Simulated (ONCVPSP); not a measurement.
Pseudopotentials across the periodic table

Generated with ld1.x 7.5 (TM, RRKJ, ultrasoft, PAW), atompaw 4.2 or ONCVPSP 4.0.1. The cutoff is in Ry: for ld1.x and atompaw files where the sum of valence levels is converged to 10 mRy in a Bessel basis, for ONCV files where the hardest occupied wave has 1 mHa per electron of residual kinetic energy. The error is the largest all-electron minus pseudo excitation energy over each file’s own four to seven test configurations (ionisations up to +4, promotions, holes and added fractions of an electron), all of which were solved. The labels leave out finer settings (local radius, basis sizes, second energies), which also bear on the numbers. Spin-polarised tests are not counted. The rows are a selection from randomly drawn settings: files with unsolved tests, undetermined cutoffs or missed reference levels are left out.

A true bound ghost makes a file unfit for plane-wave use even where its test errors are small: the radial tests pick states by their node count and pass the ghost by.

```csv
element,potential,cutoff (Ry),largest error (meV),bound ghosts
K,"ONCV, LDA (Perdew-Zunger), scalar-relativistic, rc 4.00/1.80/3.90 (spd), local smoothed, core correction yes, reference 3p6 4s1, qcut 2/9/2.7, projectors 3/1/2",24,-134,none
V,"ONCV, PBE, fully relativistic, rc 1.80/1.10/1.40 (spd), local smoothed, core correction no, reference 3s2 3p6 3d3 4s1.5, qcut 8.3/8.7/13.1, projectors 3/2/3",112,+14,none
V,"ONCV, PW91, scalar-relativistic, rc 1.85/1.60/1.90 (spd), local p, core correction yes, reference 3s2 3p6 3d4 4s1, qcut 8.3/10.2/7.2, projectors 3/0/2",50,+37,none
Mn,"ONCV, revPBE, scalar-relativistic, rc 1.60/1.20/1.20/1.25 (spdf), local d, core correction no, reference 3s2 3p6 3d5 4s1, qcut 7.1/12.7/14.2/9.6, projectors 3/1/0/1",139,-229,none
Cu,"ONCV, PBE, fully relativistic, rc 1.65/1.85/1.65 (spd), local s, core correction no, reference 3d10 4s0.5, qcut 4.8/5/8, projectors 0/2/1",61,-135,p3/2
As,"ONCV, PBE, scalar-relativistic, rc 1.50/1.60/1.60 (spd), local smoothed, core correction yes, reference 4s1.5 4p3.5, qcut 4.1/6/5.7, projectors 2/2/1",27,-146,none
As,"ONCV, PW91, scalar-relativistic, rc 1.55/1.80/0.80 (spd), local smoothed, core correction yes, reference 3d10 4s2 4p1, qcut 4.5/4.2/22.2, projectors 2/2/2",352,-727,s
Pd,"ONCV, PBE, scalar-relativistic, rc 1.55/1.00/1.85 (spd), local smoothed, core correction yes, reference 4s2 4p6 4d9 5s1, qcut 8.6/9.8/8.3, projectors 2/2/1",88,-3.8,s
Ce,"ONCV, LDA (Perdew-Zunger), scalar-relativistic, rc 2.80/1.75/1.50/1.50 (spdf), local smoothed, core correction no, reference 4d10 4f1 5s2 5p6 5d1 6s2, qcut 4.7/4.8/10.3/13.8, projectors 2/2/2/1",119,-8.2,s
```

Q: Fill in the row for As: ONCV, PBE, scalar-relativistic, rc 1.65/2.25/1.65 (spd), local d, core correction yes, reference 4s2 4p3, qcut 4.9/2.9/6.5, projectors 2/2/0.

A: cutoff 20 Ry, largest error -205 meV, bound ghosts: none.
